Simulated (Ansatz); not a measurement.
YF3, SMILES [F][Y]([F])[F].

The structure is a stationary point at B3LYP-D3(BJ)/def2-TZVP. The isomer is the one that the SMILES or the coordinates give; other isomers of the formula were not compared. The def2 effective core potentials stand for the cores of Y; spin–orbit coupling is left out.

Two levels are set side by side: PBE/def2-SVPD (Ansatz, a first-principles code) and CAM-B3LYP/def2-SVPD (Ansatz). Energy differences of separate SCF runs at the same geometry; the states with an electron removed or added have multiplicity 2 and 2. Differences are taken from unrounded values.

| quantity | CAM-B3LYP |
|---|---|
| vertical ionisation energy (eV) | 13.50 |
| vertical electron affinity (eV) | 0.93 |
| vertical singlet–triplet gap (eV) | 7.13 |

What does PBE give, and how far is it from CAM-B3LYP? (Estimate from the structure and the level; the computed values follow.)


```
quantity                             PBE  PBE minus CAM-B3LYP
---------------------------------  -----  -------------------
vertical ionisation energy (eV)    12.18                -1.32
vertical electron affinity (eV)     0.94                 0.01
vertical singlet–triplet gap (eV)   5.85                -1.28
```
